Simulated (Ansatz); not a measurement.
Reactions of H$_{5}$N$_{2}$O$_{2}$V (`[NH]=[V]([NH2])([OH])[OH]`).

Program: Ansatz. Geometries: PBE0-D4/def2-TZVP. ΔE: electronic, gas phase. CBS: MP2 limit from def2 TZ/QZ plus the TZ coupled-cluster correction, frozen cores. This one scheme is used for every species. For V outer-core shells are correlated without core-valence functions, which leaves a few kJ/mol of doubt a bond. Scalar relativity is left out up to krypton. One conformer a species, not always the lowest.

```
                                                              reaction  MP2/CBS(def2) (kJ/mol)
             `[NH]=[V]([NH2])([OH])[OH]` → `[NH2][V]([NH2])(=[O])[OH]`                     -43
  `[NH]=[V]([NH2])([OH])[OH]` + H₂O → `[NH]=[V]([OH])([OH])[OH]` + NH₃                     -24
   `[NH]=[V]([NH2])([OH])[OH]` + H–F → `[NH]=[V]([OH])([OH])[F]` + NH₃                     -61
  `[NH]=[V]([NH2])([OH])[OH]` + H–F → `[NH]=[V]([NH2])([OH])[F]` + H₂O                     -29
`[NH]=[V]([NH2])([OH])[OH]` + NH₃ → `[NH]=[V]([NH2])([NH2])[OH]` + H₂O                      41
 `[NH]=[V]([NH2])([OH])[OH]` + HCl → `[NH]=[V]([NH2])([OH])[Cl]` + H₂O                     -69
```

(1) Give the CCSD(T)/CBS values in the same order. (An estimate is asked.)

Largest T1 diagnostic: 0.032, for `[NH2][V]([NH2])(=[O])[OH]`, so its coupled-cluster energy is less sure.

## Answers

(1) Ansatz gave: -53, -26, -67, -33, 45, -44 kJ/mol.
